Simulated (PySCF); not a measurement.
## Predicted spectroscopic data

[PySCF 2.14.0 with density-fitted response routines: NMR shieldings at PBE0/pcSseg-1/GIAO; structure optimised with GFN2-xTB; rapidly exchanging positions averaged; gas phase; non-relativistic Hamiltonian; one computed conformer]

δ = σ(ref) − σ, references computed at the same level: ¹H (σref 31.72), ¹³C (σref 186.93) vs TMS. Splittings of carbon signals by F and P are missing where no couplings were computed. Where no couplings were computed, multiplicities follow the n + 1 count of equivalent neighbours, and m marks all less simple cases (inequivalent or close neighbours, rings, F or P nearby). Shifts are as computed. Against solution values, carbons near 30 ppm lie about +3 ppm off and those near 130 ppm about +5 ppm; carbons on Cl a further +6 ppm. Of 1211 compounds with measured shifts, 218 miss one by over three times the rms of a fit or turn the order of signals round; such compounds aren't used in these exercises. Carbons bonded to Cl come out too deshielded.

**1.** SMILES FC(/C=C(\OC=O)[SiH3])(F)F, C$_{4}$H$_{5}$F$_{3}$O$_{2}$Si. ¹H NMR (500 MHz, computed): δ 8.17 (s, 1H), 6.02 (m, 1H), 4.61 (s, 3H). ¹³C{¹H} NMR (computed): δ 166.3, 165.3, 131.1, 126.2.

**2.** `InChI=1S/C7H13ClO2/c1-5(2)7(3,10-4)6(8)9/h5H,1-4H3/t7-/m1/s1`. ¹H NMR (500 MHz, computed): δ 3.44 (s, 3H), 2.16 (m, 1H), 1.18 (s, 3H), 1.01 (d, 3H), 0.80 (d, 3H). ¹³C{¹H} NMR (computed): δ 194.8, 92.1, 55.1, 40.9, 19.0, 18.0, 14.3.
